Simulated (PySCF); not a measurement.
## Computed properties of Si(Cl)(OH) (ClHOSi), SMILES O[Si]Cl

Si(Cl)(OH) (ClHOSi), SMILES Cl[Si]O (connectivity only; charge and spin as stated), neutral, multiplicity 1. Geometry: B3LYP-D3(BJ)/def2-TZVP. One conformer was computed; it need not be the lowest. All values are computed for the isolated molecule unless a solvent is named; none is compared with measurement here.

**Structure.** The optimised structure has Cs symmetry. All 6 harmonic modes at B3LYP-D3(BJ)/def2-TZVP (PySCF) are real, so it is a minimum. With heavy atoms numbered as in [Si:1]([Cl:2])[OH:3], the shortest bond between them is Si1–O3 at 1.653 Å and the longest Si1–Cl2 at 2.099 Å.

**Vibrations.** The strongest infrared lines (harmonic, unscaled, degenerate partners summed) lie at 800 cm⁻¹ (200 km/mol, H 78 %, O 17 %), 490 cm⁻¹ (142 km/mol, Si 55 %, Cl 40 %), 3818 cm⁻¹ (116 km/mol, H 94 %). The softest mode is at 265 cm⁻¹ and the zero-point energy is 9.6 kcal/mol.

**Electronic structure.** M06-2X/def2-TZVPD (PySCF) places the frontier levels at -8.52 and -1.27 eV, a gap of 7.25 eV, and gives a dipole moment of 2.70 D and a mean polarisability of 48.6 bohr³.

**Excitations.** TDDFT-M06-2X/def2-SVPD (PySCF) has S1 at 4.31 eV (288 nm, f = 0.054, bright); the most intense of the 10 singlets computed lies at 7.20 eV (f = 0.40). T1 (TDA) is at 2.83 eV. No vertical singlet excitation falls in the visible range (under 3.1 eV).

**NMR.** GIAO shifts at PBE0/pcSseg-2 (PySCF) (non-relativistic, atoms alike by connectivity averaged): ¹H at 6.8 ppm against TMS; ²⁹Si at 186.5 ppm against TMS. Without spin–orbit terms, shifts of atoms bonded to Cl or Br come out too high.
